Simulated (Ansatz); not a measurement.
Input for Ansatz (a first-principles code): U-CCSD(T)/def2-SVP on H3O3W (SMILES [OH][W]([OH])[OH]), 2S+1 = 4, a spin state set in the input, which need not be the lowest. Elements past Kr take the def2 small-core potentials; no spin–orbit coupling.

Ansatz 0.2 input:
```yaml
crystal:
  periodic: [false, false, false]
  atoms:
    - {symbol: W, position_ang: [0.03106081, -0.05428042, -0.08530421]}
    - {symbol: O, position_ang: [-1.26301047, -1.44511471, -0.35896468]}
    - {symbol: H, position_ang: [-2.11110530, -1.45183547, 0.10210987]}
    - {symbol: O, position_ang: [0.13148870, 1.42448441, -1.30478694]}
    - {symbol: H, position_ang: [-0.30234266, 2.26727501, -1.12223528]}
    - {symbol: O, position_ang: [1.28205004, -0.18362940, 1.36540304]}
    - {symbol: H, position_ang: [2.12985095, -0.63260295, 1.25458995]}
basis:
  gaussian:
    orbitals: def2-SVP
magnetization: {spin_polarized: true, initial_magnetization: 3}
correlation: {method: ccsd_t, electrons: valence}
```

The log:

```
WARN ansatz: RAYON_NUM_THREADS=4 ignored (pool sized by the plan → 4); use --threads N
Functional definition: HF
integrals: 0.14 GiB planned
860 factors; integrals over basis functions are off by at most 7.6e-4 eV
mean field: 0.28 GiB planned
mean field evaluation 1: about -7956.1370 eV, gradient 4.0e1 eV
mean field evaluation 2: about -7956.1477 eV, gradient 4.0e1 eV
mean field evaluation 4: about -7962.8185 eV, gradient 3.5e0 eV
mean field evaluation 8: about -7963.0566 eV, gradient 1.3e-1 eV
mean field evaluation 16: about -7962.8049 eV, gradient 3.5e0 eV
mean field evaluation 32: about -7958.3595 eV, gradient 1.4e0 eV
mean field evaluation 64: about -7959.7859 eV, gradient 1.7e0 eV
mean field -7963.05611510 eV, -292.6369146767 hartree, gradient 1.5e-6 eV, S^2 3.763625; 0 other end points of the search recorded, 0 dependent functions left out
3 core orbitals not correlated
reference -7963.05611510 eV, -292.6369146767 hartree; 19, 16 occupied and 67, 70 virtual orbitals, 860 factors
second order -22.32854678 eV of doubles, -0.00000000 eV of singles
coupled cluster: 0.87 GiB planned
cycle   1  -21.70985335 eV  change    6.2e-1 eV  update   1.5e-1
cycle   2  -22.32564279 eV  change   -6.2e-1 eV  update   5.6e-2
cycle   3  -22.53055107 eV  change   -2.0e-1 eV  update   3.0e-2
cycle   4  -22.53265122 eV  change   -2.1e-3 eV  update   9.0e-3
cycle   5  -22.52286250 eV  change    9.8e-3 eV  update   3.7e-3
cycle   6  -22.52320144 eV  change   -3.4e-4 eV  update   1.5e-3
cycle   7  -22.52392520 eV  change   -7.2e-4 eV  update   8.0e-4
cycle   8  -22.52412078 eV  change   -2.0e-4 eV  update   4.0e-4
cycle   9  -22.52425109 eV  change   -1.3e-4 eV  update   2.4e-4
cycle  10  -22.52414653 eV  change    1.0e-4 eV  update   1.1e-4
cycle  11  -22.52414584 eV  change    7.0e-7 eV  update   5.1e-5
cycle  12  -22.52419133 eV  change   -4.5e-5 eV  update   2.1e-5
cycle  13  -22.52418187 eV  change    9.5e-6 eV  update   8.3e-6
perturbative correction -0.65352747 eV, -0.0240166915 hartree
Total energy: -7986.23382445 eV, -293.4886797847 hartree
```

Self-consistency was reached.

Cost: very roughly 90 core-seconds.
